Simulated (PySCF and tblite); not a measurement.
Values are calculated unless marked as measured or tabulated.
C6H9F3S, numbered as in [F:1][C:2]([F:3])([F:4])[CH:5]1[CH2:6][CH2:7][S:8][CH2:9][CH2:10]1. Geometries GFN2-xTB; weights from PBE0-D3(BJ)/def2-SVP energies and GFN2-xTB thermal corrections, with symmetry numbers and mirror pairs. Conformers within 3 kcal/mol (GFN2-xTB free energy) were kept, 10 at most. GIAO shieldings: wB97X-D/6-31G*. Shifts are against CFCl3 (¹⁹F) at the same level. Run with PySCF (density fitting) and tblite.

The 6-ring runs over atoms 5–6–7–8–9–10.

```
conformer                                       shape  point group  mirror pair  ΔE(DFT)  Δ(G−E) at 380 K  δ F1/F3/F4 (ppm)
        1  6-ring chair (all substituents equatorial)           Cs           no     0.00             0.00             -85.1
        2                     6-ring chair (C2 axial)           Cs           no     0.80             0.55             -74.6
```

Energies in kcal/mol; the thermal term leaves out symmetry numbers and mirror images.

Q: Work out the weights at 380 K and the ¹⁹F shift of F1/F3/F4 under fast exchange.

A: RT = 0.755 kcal/mol. Each conformer gets RT ln(σ/g), with σ the rotational symmetry number and g = 2 for a mirror pair: 1: σ = 1, g = 1, G = 0.00 + 0.00 + 0.00 = 0.00, 0.00 above the lowest, exp(−ΔG/RT) = 1.000; 2: σ = 1, g = 1, G = 0.80 + 0.55 + 0.00 = 1.34, 1.34 above the lowest, exp(−ΔG/RT) = 0.169. The sum is 1.169, so the weights are 85.6, 14.4 %. The averaged shift is -83.6 ppm. At 298.15 K it is -84.0 ppm. At 298.15 K the leading conformer alone gives -85.1 ppm and bare DFT energies give -82.9 ppm.

Unscaled ¹⁹F shifts at such levels can be off by tens of ppm; differences between conformers or isomers are more reliable.


Conformer gaps in def2-SVP on xTB geometries can be 2 kcal/mol too large for S=O, P=O and other polar bonds.